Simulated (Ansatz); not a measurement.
`F[SiH](F)[SiH2]Cl` + H₂O → `O[SiH](F)[SiH2]Cl` + H–F  (formal hydrolysis of the Si–F bond)

Computed with Ansatz on PBE0-D4/def2-TZVP structures; ΔE is electronic, products minus reactants. CCSD(T)/CBS adds triple-zeta CCSD(T) − MP2 to the extrapolated MP2 energy (def2 sets, frozen cores). This one scheme is used for every species. DFT in def2-TZVPP. HSE06 is defined as in plane-wave codes. One conformer a species, not always the lowest.

```
         level  ΔE (kJ/mol)
       BLYP-D4         34.8
        revPBE         36.9
        r2SCAN         35.4
         HSE06         33.7
   HF/def2-SVP         37.4
  MP2/def2-SVP         30.4
MP2/def2-TZVPP         31.9
 HF/def2-QZVPP         45.6
```

Problem. What does CCSD(T)/CBS give? (Estimate.)

Solution. The calculation gave: +34.3 kJ/mol. The listed levels differ from it by 0.5, 2.6, 1.1, -0.6, 3.1, -3.9, -2.4, 11.3 kJ/mol.

Largest T1 diagnostic among the species: 0.012.

In def2-TZVPP, CCSD(T) changes the Hartree–Fock value by −10.1 kJ/mol (the triples alone add −1.8 kJ/mol) and MP2 by −11.9 kJ/mol. The D4 term adds −4.4 kJ/mol with B3LYP and −2.4 kJ/mol with PBE0; it sums over pairs of atoms, weighted by their polarisabilities, and B3LYP, whose exchange is more repulsive, gets the larger term. Leaving LDA and LC-ωPBE aside and taking each functional with its dispersion term where it has one, the values, not all of them listed here, spread over 7.6 kJ/mol, from revPBE-D4 to B97M-V. LDA lies −7.5 kJ/mol from PBE without D4.

CCSD(T)/CBS has its own doubt, a few kJ/mol and more with outer-core shells, so smaller differences from it don't rank the levels.

B3LYP here is the variant with VWN-RPA as its local correlation; programs differ in this.
